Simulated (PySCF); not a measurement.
Distances in Å between the heavy atoms of a computed structure (PBE0-D3(BJ)/def2-SVP; lower triangle, same order across):
```
C1    0.00
C2    1.45  0.00
C3    2.67  1.21  0.00
C4    4.13  2.67  1.46  0.00
C5    4.98  3.61  2.54  1.55  0.00
C6    5.03  3.83  3.03  2.52  1.53  0.00
C7    5.01  3.82  3.01  2.51  1.53  2.49  0.00
C8    6.40  4.97  3.81  2.46  1.53  2.48  2.55  0.00
C9    7.26  5.83  4.67  3.30  2.67  3.90  3.10  1.50  0.00
C10   7.62  6.24  5.13  3.86  2.67  3.41  3.06  1.50  1.50  0.00
```

Hydrogens: 3 on C1, 2 on C4, 3 on C6, 3 on C7, 1 on C8, 2 on C9, 2 on C10.

Neutral, closed shell.

(1) Read off the bonds between heavy atoms and their formal orders.

(2) Write the SMILES.

(3) Which rings does it hold (smallest set)?

(4) Describe the place of each heavy atom.

Answers

(1) C1–C2 (single); C2–C3 (triple); C3–C4 (single); C4–C5 (single); C5–C6 (single); C5–C7 (single); C5–C8 (single); C8–C9 (single); C9–C10 (single); C8–C10 (single).

(2) `CC#CCC(C)(C)C1CC1`, C10H16. Among its features: alkyne and cyclopropane ring.

(3) C8–C9–C10 (3 members).

(4) C1: propargylic carbon; C2: alkyne carbon; C3: alkyne carbon; C4: propargylic carbon; C5: quaternary sp3 carbon; C6/C7: methyl carbon; C8: three-membered-ring carbon; C9/C10: three-membered-ring carbon.

Conformer computed: `[CH3:1][C:2]#[C:3][CH2:4][C:5]([CH3:6])([CH3:7])[CH:8]1[CH2:9][CH2:10]1`: C3–C4–C5–C6 -60°, C4–C5–C8–C9 -79°.
